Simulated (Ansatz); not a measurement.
Relaxation of ClF₆HW (9 atoms, charge 0, multiplicity 1), to a largest force component of 0.03 eV/Å in at most 50 steps.

These are results of RKS LDA/def2-SVP (Ansatz 0.2.0), not measurements.

```xyz
9
Properties=species:S:1:pos:R:3
W -0.094 -0.123 -0.046
Cl -0.089 -0.127 2.308
F 1.730 -0.237 -0.207
F -0.187 1.709 -0.154
F -1.940 -0.161 -0.020
F -0.155 -1.967 -0.029
F -0.200 -0.189 -1.886
F 1.883 1.776 1.306
H 1.507 1.876 2.153
```

Problem. Where does it end, and by what steps?

Solution. The run converged. After 6 steps the energy has fallen by 0.087 eV; H9 moved furthest, 0.33 Å.

```json
{"step": "0", "energy less start (eV)": "0.0000", "largest force component (eV/Å)": "1.038", "accepted": "yes"}
{"step": "1", "energy less start (eV)": "-0.0403", "largest force component (eV/Å)": "1.253", "accepted": "yes"}
{"step": "2", "energy less start (eV)": "-0.0722", "largest force component (eV/Å)": "0.584", "accepted": "yes"}
{"step": "3", "energy less start (eV)": "-0.0826", "largest force component (eV/Å)": "0.117", "accepted": "yes"}
{"step": "4", "energy less start (eV)": "-0.0850", "largest force component (eV/Å)": "0.199", "accepted": "yes"}
{"step": "5", "energy less start (eV)": "-0.0864", "largest force component (eV/Å)": "0.056", "accepted": "yes"}
{"step": "6", "energy less start (eV)": "-0.0868", "largest force component (eV/Å)": "0.017", "accepted": "yes"}
```

```xyz
9
Properties=species:S:1:pos:R:3
W -0.128 -0.129 -0.062
Cl -0.045 -0.007 2.230
F 1.703 -0.180 -0.172
F -0.202 1.700 -0.198
F -1.971 -0.179 -0.010
F -0.155 -1.970 0.020
F -0.201 -0.230 -1.901
F 1.953 1.998 1.411
H 1.500 1.555 2.107
```

Whether the end is a true minimum wasn't checked by a vibrational analysis.

Time of the run: 8.8 s on 4 threads of Arm Neoverse V2, on a shared host, peak memory 0.21 GiB.
